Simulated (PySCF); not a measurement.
Cartesian coordinates in Å; atom numbers follow the order of the lines, from 1:
```xyz
14

C    -2.377   -1.250    0.159
O    -1.055   -0.917   -0.190
C    -0.016   -1.886    0.019
C     1.189   -1.094   -0.474
N     2.394   -1.494   -0.520
Al    0.133    0.567   -0.924
H    -2.447   -1.478    1.236
H    -3.008   -0.383   -0.071
H    -2.723   -2.119   -0.424
H     0.037   -2.153    1.091
H    -0.226   -2.794   -0.577
H     2.489   -2.461   -0.171
H    -0.328    0.825   -2.431
H     0.071    1.764    0.131
```

Geometry: PBE0-D3(BJ)/def2-SVP; GIAO shifts from PySCF 2.14, gas phase, non-relativistic, averaged over equivalent atoms.

At B3LYP/pcSseg-1 (149 basis functions, 14 s wall time on 1 thread of an Arm Neoverse V2, shared host):
```json
{"atoms": "C4", "δ (ppm)": "217.8"}
{"atoms": "C3", "δ (ppm)": "90.4"}
{"atoms": "C1", "δ (ppm)": "59.1"}
{"atoms": "O2", "δ (ppm)": "19.2"}
{"atoms": "N5", "δ (ppm)": "399.0"}
{"atoms": "Al6", "δ (ppm)": "98.9"}
{"atoms": "H12", "δ (ppm)": "10.88"}
{"atoms": "H13/H14", "δ (ppm)": "4.62"}
{"atoms": "H10/H11", "δ (ppm)": "4.03"}
{"atoms": "H7/H8/H9", "δ (ppm)": "3.58"}
```

References, each an isolated molecule treated in the same way: ¹³C (σ = 179.24 ppm), ¹H (σ = 31.38 ppm) vs TMS; ¹⁷O (σ = 334.04 ppm) vs H2O; NH3 for ¹⁵N (σ = 263.54 ppm); AlH4- for ²⁷Al (σ = 484.83 ppm).

Estimate the result of repeating the calculation with wB97X-D/pcSseg-1.

## Answers


```csv
atoms,δ at wB97X-D/pcSseg-1,change
C4,216.8,-1.0
C3,88.1,-2.3
C1,58.6,-0.5
O2,9.2,-10.0
N5,396.1,-2.9
Al6,96.4,-2.5
H12,10.94,+0.06
H13/H14,4.59,-0.03
H10/H11,3.99,-0.04
H7/H8/H9,3.55,-0.03
```

Shifts are taken against calculated references (same method and geometry level): ¹³C (184.54 ppm), ¹H (31.38 ppm) against TMS; ¹⁷O (333.19 ppm) against H2O; ¹⁵N (263.98 ppm) vs NH3; ²⁷Al (492.23 ppm) against AlH4-.

The largest change is at O2 (oxygen bonded to 2 C, Al). Cost: 149 basis functions, 23 s wall time on 1 thread of an Arm Neoverse V1, shared host. The order of the carbon signals is the same at both levels.

Experimental scales use liquid or dissolved standards, which lie at an offset from isolated NH3 (liquid NH3: subtract about 20 ppm) and H2O (liquid H2O: subtract about 36 ppm). Unscaled 15N shifts of sp2 nitrogen often come out too high even then, by a few to some tens of ppm.
